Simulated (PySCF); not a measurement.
Job file and geometry (Å, from GFN2-xTB) of an NMR shielding run on `InChI=1S/C7H14O.Al.3H/c1-2-3-7-4-5-8-6-7;;;;/h7H,2-6H2,1H3;;;;/t7-;;;;/m1..../s1`, PySCF, GIAO PBE0/pcSseg-1 NMR shielding, non-relativistic, gas phase; density fitting, a coarse starting grid and PySCF grid level 2 are the driver's defaults:

```
$ OMP_NUM_THREADS=1 python probes_run.py task.json out

{"job": {"kind": "nmr", "xc": "PBE0", "basis": "pcSseg-1"}, "charge": 0, "multiplicity": 1}
C      3.680156    -0.525004     0.676444
C      2.251104    -0.804539     0.227459
C      1.465455     0.489265     0.019966
C      0.044431     0.235043    -0.478893
C     -0.749256     1.534646    -0.745686
C     -1.973902     1.414348     0.164698
O     -2.130884     0.024609     0.371396
Al    -3.424309    -1.216264    -0.128853
C     -0.829352    -0.498429     0.549865
H      4.214050     0.047746    -0.078356
H      4.215055    -1.456317     0.841946
H      3.685171     0.042560     1.604333
H      2.267826    -1.366358    -0.708226
H      1.749973    -1.421582     0.975348
H      1.990111     1.107612    -0.711834
H      1.427806     1.046989     0.959421
H      0.090314    -0.360184    -1.394026
H     -0.163960     2.421199    -0.506884
H     -1.054475     1.591425    -1.789091
H     -2.896949     1.790580    -0.274506
H     -1.798274     1.904172     1.130887
H     -2.753304    -1.822921    -1.428582
H     -3.354193    -2.112824     1.167021
H     -4.594022    -0.174631    -0.294486
H     -0.890210    -1.576430     0.392405
H     -0.489407    -0.292097     1.572438
```

Task: Write the output of this run.

Result: 
```
coarse grid: 20856 points
cycle   1  E = -593.8967676275  dE =  9.001e-01  |g| = 5.270e-01  |ddm| = 4.342e+00
cycle   2  E = -593.8848281538  dE =  1.194e-02  |g| = 6.162e-01  |ddm| = 8.765e-01
cycle   3  E = -593.9605452887  dE = -7.572e-02  |g| = 8.757e-02  |ddm| = 4.762e-01
cycle   4  E = -593.9616463700  dE = -1.101e-03  |g| = 3.596e-02  |ddm| = 7.675e-02
cycle   5  E = -593.9619233982  dE = -2.770e-04  |g| = 5.993e-03  |ddm| = 3.394e-02
cycle   6  E = -593.9619311394  dE = -7.741e-06  |g| = 1.344e-03  |ddm| = 7.064e-03
final grid: 192880 points
cycle   7  E = -594.0265051721  dE = -6.014e-05  |g| = 1.264e-02  |ddm| = 3.988e-02
cycle   8  E = -594.0264802095  dE =  2.496e-05  |g| = 1.716e-02  |ddm| = 2.107e-02
cycle   9  E = -594.0265389414  dE = -5.873e-05  |g| = 1.568e-03  |ddm| = 1.231e-02
cycle  10  E = -594.0265394503  dE = -5.089e-07  |g| = 2.321e-04  |ddm| = 1.434e-03
cycle  11  E = -594.0265394607  dE = -1.043e-08  |g| = 5.746e-05  |ddm| = 2.603e-04
cycle  12  E = -594.0265394614  dE = -6.714e-10  |g| = 1.869e-05  |ddm| = 7.923e-05
converged SCF energy = -594.0265394614

GIAO shielding tensors (ppm)
atom      isotropic    diamagn.    paramagn.     s11        s22        s33       span
  0 C      169.789     243.837     -74.048    158.188    162.708    188.472     30.284
  1 C      160.060     248.291     -88.231    147.709    159.644    172.828     25.120
  2 C      144.831     251.652    -106.821    124.023    141.920    168.551     44.528
  3 C      146.141     251.667    -105.525    116.618    153.277    168.527     51.909
  4 C      151.094     251.944    -100.850    116.609    161.562    175.110     58.501
  5 C      113.904     247.383    -133.479     68.823    101.999    170.889    102.066
  6 O      279.049     403.197    -124.148    195.533    297.944    343.672    148.139
  7 Al     411.114     795.484    -384.370    387.024    406.466    439.852     52.828
  8 C      106.032     252.518    -146.486     66.058     97.673    154.364     88.306
  9 H       30.756      27.715       3.041     26.452     28.849     36.966     10.513
 10 H       30.398      26.179       4.219     25.518     27.527     38.150     12.632
 11 H       30.829      28.291       2.538     26.415     29.355     36.717     10.302
 12 H       30.465      32.515      -2.050     25.247     30.965     35.182      9.935
 13 H       30.691      33.273      -2.582     24.704     32.744     34.626      9.922
 14 H       30.046      34.280      -4.234     24.688     30.866     34.584      9.896
 15 H       30.666      35.129      -4.463     26.350     31.993     33.656      7.307
 16 H       29.211      35.552      -6.341     25.729     28.238     33.666      7.937
 17 H       30.329      32.654      -2.326     25.524     29.440     36.023     10.499
 18 H       29.228      31.996      -2.768     24.712     27.147     35.826     11.114
 19 H       27.108      29.441      -2.333     22.245     26.358     32.720     10.475
 20 H       27.885      30.549      -2.664     22.828     26.744     34.083     11.255
 21 H       27.497      30.663      -3.166     23.628     27.254     31.610      7.983
 22 H       27.398      29.715      -2.318     23.740     26.250     32.203      8.463
 23 H       27.607      29.825      -2.218     23.760     26.637     32.423      8.663
 24 H       26.878      33.943      -7.065     21.265     29.150     30.219      8.953
 25 H       28.398      34.364      -5.966     22.789     29.460     32.944     10.155
```

Size and cost of the density-fitted run: 245 basis functions, 2 min wall time on 1 thread of an Arm Neoverse N1, shared host; peak memory 1.2 GiB.
